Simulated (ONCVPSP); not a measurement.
## u(r) = r·R(r): atom against pseudo-atom (S (Z = 16))

Columns: radius, all-electron u(r) and pseudo u(r) of the 3p shell (level -16.77 eV) of sulfur in the configuration [Ne] 3s2 3p3; PBEsol, non-relativistic, ONCV scheme, ONCVPSP 4.0.1.

```json
{"r (bohr)": "0.085", "all-electron": "-0.1417", "pseudo": "0.0066"}
{"r (bohr)": "0.170", "all-electron": "-0.3008", "pseudo": "0.0259"}
{"r (bohr)": "0.255", "all-electron": "-0.3591", "pseudo": "0.0567"}
{"r (bohr)": "0.340", "all-electron": "-0.3259", "pseudo": "0.0979"}
{"r (bohr)": "0.425", "all-electron": "-0.2330", "pseudo": "0.1480"}
{"r (bohr)": "0.510", "all-electron": "-0.1088", "pseudo": "0.2056"}
{"r (bohr)": "0.595", "all-electron": "0.0267", "pseudo": "0.2690"}
{"r (bohr)": "0.680", "all-electron": "0.1607", "pseudo": "0.3358"}
{"r (bohr)": "0.765", "all-electron": "0.2853", "pseudo": "0.4033"}
{"r (bohr)": "0.850", "all-electron": "0.3964", "pseudo": "0.4689"}
{"r (bohr)": "0.935", "all-electron": "0.4924", "pseudo": "0.5307"}
{"r (bohr)": "1.020", "all-electron": "0.5729", "pseudo": "0.5876"}
{"r (bohr)": "1.105", "all-electron": "0.6381", "pseudo": "0.6389"}
{"r (bohr)": "1.190", "all-electron": "0.6889", "pseudo": "0.6836"}
{"r (bohr)": "1.275", "all-electron": "0.7264", "pseudo": "0.7204"}
{"r (bohr)": "1.360", "all-electron": "0.7519", "pseudo": "0.7479"}
{"r (bohr)": "1.445", "all-electron": "0.7669", "pseudo": "0.7651"}
{"r (bohr)": "1.530", "all-electron": "0.7729", "pseudo": "0.7724"}
{"r (bohr)": "1.615", "all-electron": "0.7711", "pseudo": "0.7711"}
{"r (bohr)": "1.700", "all-electron": "0.7630", "pseudo": "0.7630"}
{"r (bohr)": "1.785", "all-electron": "0.7495", "pseudo": "0.7495"}
{"r (bohr)": "1.870", "all-electron": "0.7317", "pseudo": "0.7317"}
{"r (bohr)": "1.955", "all-electron": "0.7105", "pseudo": "0.7105"}
{"r (bohr)": "2.040", "all-electron": "0.6868", "pseudo": "0.6868"}
{"r (bohr)": "2.125", "all-electron": "0.6610", "pseudo": "0.6610"}
{"r (bohr)": "2.210", "all-electron": "0.6339", "pseudo": "0.6339"}
```

(1) How many radial nodes do the two functions have?

(2) At about which radius was the pseudo-wave matched?

(3) Is the pseudo-wave norm-conserving?

Answers

(1) The all-electron 3p function has n − l − 1 = 1; the pseudo-wave has 0, since the states of the same l below it are removed with the core.

(2) 1.70 bohr, where the columns begin to agree (steps of 0.09 bohr).

(3) Yes: the ONCV scheme keeps the norm inside the radius equal to the all-electron one, which fixes the energy derivative of the logarithmic derivative at the level.
